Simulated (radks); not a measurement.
Task: All-electron calculation, scalar-relativistic Kohn-Sham, BLYP, spin-unpolarised, spherical densities, point nucleus. Program: a radial shooting solver on a logarithmic mesh with Libxc functionals. Each species is in its NIST ground configuration. Rank Al, S, Mg, Ar, Cl, P, Si by mean radius of the outermost orbital (bohr), largest first.

Result: Al 3.49, Mg 3.14, Si 2.82, P 2.38, S 2.08, Cl 1.85, Ar 1.67.
